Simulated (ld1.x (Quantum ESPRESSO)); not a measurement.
## What one change does to a pseudopotential (osmium, RRKJ)

osmium (Os), norm-conserving RRKJ (Kleinman–Bylander form), made with ld1.x (Quantum ESPRESSO) 7.5 (PBE, fully relativistic). Core [Kr] 4d10 4f14 5s2, reference 5p6 5d6 6s2 6p0. Waves: 5p (bound): rc 1.60 bohr; 5d (bound): rc 1.80 bohr; 6s (bound): rc 2.20 bohr. Local part: the s channel. Core correction: Bessel-smoothed model core, default radius (core density twice the valence density). rho0 = 0.02.

Open shells are filled in proportion to 2j + 1 (rel_dist='average').

Change: wave 5p (bound): rc 1.60 bohr becomes 5p (bound): rc 1.96 bohr.

Cutoffs: the cutoffs (Ry, on a coarse ladder) from which the occupation-weighted sum of valence levels, in a spherical-Bessel basis at the reference potential, stays within 10 and 1 mRy of its value at 400 Ry; they do not see the model core or the augmentation charge, which bear on the density cutoff. Errors are all-electron minus pseudo energies relative to the spin-unpolarised reference configuration.

Problem. How do hardness, ghosts and transferability respond?

Solution. The potential gets softer (55 Ry and 80 Ry → 35 Ry and 50 Ry); the errors of the 7 common tests hardly move; neither file shows a bound ghost at the reference potential, the only one tested. A larger radius leaves more room for a smooth pseudo-wave, so fewer plane waves are needed.

```tsv
quantity	base	changed
cutoff, loose	55 Ry	35 Ry
cutoff, tight	80 Ry	50 Ry
loose cutoff by channel (10 mRy a level)	p 45 Ry, d 30 Ry, s 6 Ry	p 25 Ry, d 30 Ry, s 6 Ry
bound ghosts	none	none
error for 5p6 5d6 6s1 6p0, meV [ΔE 9.58 eV]	-7.3	-7.1
error for 5p6 5d6 6s0 6p0, meV [ΔE 26.50 eV]	-40	-40
error for 5p6 5d5 6s0 6p0, meV [ΔE 55.34 eV]	-67	-67
error for 5p6 5d5 6s2 6p1, meV [ΔE 6.05 eV]	-749	-742
error for 5p6 5d6 6s1.5 6p0, meV [ΔE 3.92 eV]	-1.6	-1.6
error for 5p6 5d6.5 6s1.5 6p0, meV [ΔE 0.05 eV]	-11	-11
error for 5p6 5d6 6s1 6p1, meV [ΔE 5.01 eV]	-580	-575
s: phases at 2.40 bohr within 0.05 rad from the reference energy up to (Ry; the scan ends near 5)	2.6	2.6
p1/2: phases at 2.40 bohr within 0.05 rad from the reference energy up to (Ry; the scan ends near 5)	-1.4	-1.4
p3/2: phases at 2.40 bohr within 0.05 rad from the reference energy up to (Ry; the scan ends near 5)	-0.9	-0.9
d3/2: phases at 2.40 bohr within 0.05 rad from the reference energy up to (Ry; the scan ends near 5)	1.6	1.6
d5/2: phases at 2.40 bohr within 0.05 rad from the reference energy up to (Ry; the scan ends near 5)	1.7	1.7
```

Base: These tests converged, but a pseudo level misses the all-electron one widely, so the file describes the atom poorly there or has found another state: 5p6 5d5 6s0 6p0: empty 6p by 2.6 eV. Changed file: These tests converged, but a pseudo level misses the all-electron one widely, so the file describes the atom poorly there or has found another state: 5p6 5d5 6s0 6p0: empty 6p by 2.6 eV.
